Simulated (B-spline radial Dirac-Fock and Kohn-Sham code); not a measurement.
# K-shell conversion coefficients of Al against transition energy

Method: a Dirac-Hartree-Slater potential of the neutral atom with a Latter tail (no hole, which puts coefficients of high multipoles low close above an edge), finite nucleus with surface currents. Computed with a radial B-spline solver. Subshells within 1 keV of threshold and pair formation are left out.

```
energy (keV)        E1        E2        E5        M1        M3        M5
        10.9      7.42       606  1.77e+08      1.08      6830  3.82e+07
        12.7      4.67       342  7.16e+07     0.699      3360  1.48e+07
          14      3.47       236  3.97e+07     0.530      2140  8.03e+06
        16.1      2.26       138  1.69e+07     0.358      1120  3.33e+06
        17.5      1.75       100  1.00e+07     0.283       761  1.96e+06
        18.7      1.42      77.4  6.63e+06     0.235       560  1.29e+06
          20      1.16      59.5  4.34e+06     0.195       411    841000
        29.2     0.353      13.4    382000    0.0692      72.5     75900
        42.3     0.109      3.01     33600    0.0256      13.6      7270
          50    0.0637      1.53     11100    0.0165      6.42      2540
          63    0.0303     0.598      2390   0.00903      2.31       603
        84.7    0.0117     0.179       334   0.00423     0.638      97.8
         100   0.00684    0.0909       111   0.00279     0.314      35.8
         172   0.00121    0.0101      3.20  0.000738    0.0332      1.49
         200  0.000751   0.00556      1.22  0.000516    0.0182     0.635
         254  0.000359   0.00219     0.274  0.000295   0.00716     0.171
         279  0.000270   0.00153     0.154  0.000238   0.00502     0.104
         438  7.41e-05  0.000294    0.0112  8.77e-05  0.000979    0.0105
         500  5.21e-05  0.000187   0.00548  6.61e-05  0.000623   0.00561
         971  1.14e-05  2.65e-05  0.000243  1.76e-05  7.92e-05  0.000334
        1000  1.08e-05  2.46e-05  0.000216  1.67e-05  7.29e-05  0.000298
        1010  1.06e-05  2.40e-05  0.000207  1.64e-05  7.08e-05  0.000287
        1210  7.60e-06  1.56e-05  0.000104  1.18e-05  4.32e-05  0.000149
        1380  6.06e-06  1.17e-05  6.59e-05  9.32e-06  3.07e-05  9.45e-05
        1570  4.92e-06  8.93e-06  4.32e-05  7.47e-06  2.22e-05  6.19e-05
        1840  3.86e-06  6.56e-06  2.67e-05  5.73e-06  1.52e-05  3.79e-05
        2000  3.42e-06  5.62e-06  2.10e-05  5.01e-06  1.26e-05  2.96e-05
        2070  3.25e-06  5.28e-06  1.91e-05  4.74e-06  1.16e-05  2.68e-05
        2170  3.05e-06  4.86e-06  1.68e-05  4.40e-06  1.05e-05  2.34e-05
```

Problem. How fast do they fall between 2000 and 2170 keV?

Solution. As powers of the energy: E1 E^-1.42, E2 E^-1.79, E5 E^-2.75, M1 E^-1.59, M3 E^-2.24, M5 E^-2.86. Within one type (E or M) the higher multipoles fall faster.
